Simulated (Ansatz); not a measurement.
Mulliken charges of C2Cl2N2Sn, SMILES `N#[C][Sn]([Cl])([Cl])[C]#N` from PBE/def2-TZVPP in Ansatz (PBE0-D4/def2-TZVP geometry).

```csv
atom,x (Å),y (Å),z (Å),charge (e)
N1,1.410,-2.039,1.645,0.069
C2,0.861,-1.365,0.891,-0.382
Sn3,-0.130,-0.146,-0.477,1.125
Cl4,-2.127,-1.097,-1.024,-0.249
Cl5,1.169,0.112,-2.332,-0.249
C6,-0.469,1.718,0.388,-0.382
N7,-0.654,2.750,0.862,0.069
```

Question: By hand: the dipole of these point charges (1 e Å = 4.8032 D).

Answer: Σ q r = (-0.005, -0.005, -0.017) e Å, of length 0.018 e Å = 0.09 D.

Question: How does the dipole of the full density compare? (Estimate.)

Answer: Computed: (-0.129, -0.127, -0.437) e Å, 2.27 D; the point charges give 0.04 times that, at 0° from its direction.

Point charges leave out the atoms' own dipoles, such as those of lone pairs, and Mulliken's split depends on the basis, so the two needn't agree.
